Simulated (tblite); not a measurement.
Species: C5H13BrSi2.
SMILES with atom numbers: `[CH2:1]=[C:2]([CH2:3][Br:4])[Si@@H:5]([CH3:6])[SiH2:7][CH3:8]` (hydrogens: H9, H10 on C1; H11, H12 on C3; H13 on Si5; H14, H15, H16 on C6; H17, H18 on Si7; H19, H20, H21 on C8)

Computed with GFN2-xTB (tblite), gas phase: L-BFGS steps from a force-field or distance-geometry start until the largest atomic force falls under 0.01 eV/Å.

Step 26: E = -675.3798 eV
```
atom  x, y, z in Å  |  force x, y, z in eV/Å
C1     -1.5424    0.5764   -1.5277    0.019  -0.016   0.026
C2     -1.4786   -0.0993   -0.3867    0.019  -0.011   0.026
C3     -2.6197   -0.0224    0.5682    0.008  -0.037  -0.022
Br4    -2.2687    1.3491    1.9336    0.024   0.006   0.035
Si5     0.0608   -1.0716    0.1800   -0.010   0.048   0.015
C6      0.7773   -1.9255   -1.3621   -0.022  -0.001  -0.008
Si7     1.6479    0.3003    1.1930    0.000  -0.013  -0.015
C8      2.0423    1.7505    0.0281    0.005   0.004   0.004
H9     -0.7286    0.5660   -2.2326   -0.038  -0.004  -0.016
H10    -2.4060    1.1668   -1.8020    0.031  -0.008  -0.034
H11    -3.5527    0.2710    0.0881   -0.018   0.036   0.000
H12    -2.7585   -0.9463    1.1261    0.005  -0.011  -0.007
H13    -0.4945   -2.1532    1.0244    0.000   0.019   0.022
H14     1.5998   -2.5738   -1.0830    0.030  -0.031   0.027
H15     0.0345   -2.5330   -1.8665   -0.032  -0.046  -0.050
H16     1.1610   -1.2120   -2.0829    0.009   0.049  -0.014
H17     2.9002   -0.4445    1.4132   -0.017  -0.002   0.011
H18     1.2403    0.8548    2.4880   -0.015  -0.021   0.004
H19     1.1682    2.3687   -0.1465   -0.068   0.030   0.017
H20     2.8129    2.3870    0.4482    0.044   0.053   0.019
H21     2.3955    1.4080   -0.9393    0.027  -0.046  -0.038
```

Step 27: E = -675.3810 eV
```
atom  x, y, z in Å  |  force x, y, z in eV/Å
C1     -1.5409    0.5699   -1.5310    0.011  -0.028   0.017
C2     -1.4771   -0.1005   -0.3871    0.039   0.001   0.032
C3     -2.6162   -0.0165    0.5693    0.000  -0.079  -0.054
Br4    -2.2507    1.3347    1.9469    0.025   0.018   0.045
Si5     0.0614   -1.0736    0.1813   -0.001   0.059   0.017
C6      0.7733   -1.9263   -1.3639   -0.024   0.003   0.003
Si7     1.6459    0.3034    1.1956    0.000  -0.011  -0.038
C8      2.0427    1.7541    0.0307   -0.003  -0.003   0.009
H9     -0.7286    0.5557   -2.2376   -0.040  -0.007  -0.012
H10    -2.4067    1.1553   -1.8088    0.033   0.007  -0.032
H11    -3.5454    0.2890    0.0901   -0.032   0.055  -0.001
H12    -2.7665   -0.9459    1.1144    0.006  -0.017   0.017
H13    -0.4899   -2.1591    1.0246   -0.002   0.033   0.017
H14     1.5941   -2.5768   -1.0853    0.033  -0.034   0.018
H15     0.0274   -2.5312   -1.8675   -0.027  -0.047  -0.048
H16     1.1576   -1.2134   -2.0850    0.011   0.047  -0.010
H17     2.8996   -0.4384    1.4147   -0.014  -0.008   0.020
H18     1.2350    0.8616    2.4882   -0.012  -0.028   0.002
H19     1.1667    2.3700   -0.1429   -0.058   0.037   0.011
H20     2.8123    2.3914    0.4523    0.032   0.047   0.015
H21     2.3971    1.4135   -0.9372    0.021  -0.046  -0.027
```

Problem. Estimate the geometry and energy of step 28. (The exact step hangs on the optimiser's Hessian estimate; all steps are aligned on step 27, rigid shifts and turns removed.)

Solution. E = -675.3824 eV, largest force 0.117 eV/Å
```
atom  x, y, z in Å  |  force x, y, z in eV/Å
C1     -1.5389    0.5620   -1.5347   -0.003  -0.035   0.000
C2     -1.4745   -0.1017   -0.3871    0.043   0.017   0.028
C3     -2.6122   -0.0108    0.5697   -0.015  -0.095  -0.066
Br4    -2.2291    1.3180    1.9636    0.020   0.012   0.039
Si5     0.0623   -1.0751    0.1831    0.015   0.047   0.008
C6      0.7681   -1.9274   -1.3663   -0.018   0.002   0.010
Si7     1.6434    0.3069    1.1981    0.006   0.003  -0.052
C8      2.0432    1.7585    0.0337   -0.011   0.000   0.007
H9     -0.7292    0.5433   -2.2440   -0.030  -0.013  -0.008
H10    -2.4068    1.1416   -1.8177    0.032   0.021  -0.023
H11    -3.5369    0.3113    0.0927   -0.030   0.066   0.003
H12    -2.7759   -0.9457    1.1008    0.005  -0.021   0.039
H13    -0.4842   -2.1650    1.0256   -0.005   0.052   0.011
H14     1.5877   -2.5806   -1.0876    0.018  -0.024  -0.001
H15     0.0189   -2.5299   -1.8695   -0.005  -0.032  -0.033
H16     1.1536   -1.2142   -2.0874    0.006   0.029   0.006
H17     2.8984   -0.4315    1.4167   -0.007  -0.017   0.029
H18     1.2281    0.8687    2.4881   -0.006  -0.037  -0.003
H19     1.1640    2.3718   -0.1382   -0.025   0.032   0.002
H20     2.8119    2.3974    0.4571    0.003   0.026   0.002
H21     2.3994    1.4193   -0.9350    0.006  -0.034   0.001
```

The energy changes by -0.0014 eV. The first-order estimate −F·Δx gives -0.0019 eV and the mean of the old and new forces, exact on a quadratic surface, -0.0014 eV. The step makes an angle of 82° with the force vector and moves no atom by more than 0.032 Å.

What follows is the cost of the whole relaxation. Hardware: an Arm Neoverse N1 with one thread (shared host). Cost: 3.2 s wall.
